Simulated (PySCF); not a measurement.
ReO3, SMILES [Re+](=[O])(=[O])=[O], charge +1, multiplicity 1. Atoms are numbered in the order given.

```xyz
4

Re     0.0000     0.0000     0.1583
O      1.3322     0.7692    -0.4948
O      0.0000    -1.5383    -0.4948
O     -1.3322     0.7692    -0.4948
```
Charge +1, spin multiplicity 1.

Geometry: PBE0-D3(BJ)/def2-TZVP. The spin state was assumed, not searched. The isomer is the one that the SMILES or the coordinates give; other isomers of the formula were not compared. The def2 effective core potentials stand for the cores of Re; spin–orbit coupling is left out.

The numbers are results of PySCF with B3LYP/def2-TZVPD, not measurements.

The molecule is in vacuum.

- total energy = -303.77101 hartree
- point group = C3v
- highest occupied level = -16.34 eV
- lowest empty level = -12.57 eV
- orbital gap = 3.76 eV
- dipole moment about the centre of nuclear charge = 4.23 D
- mean static polarisability = 37.0 bohr³ (5.48 Å³)
- polarisability, principal values = 24.9, 43.0, 43.0 bohr³
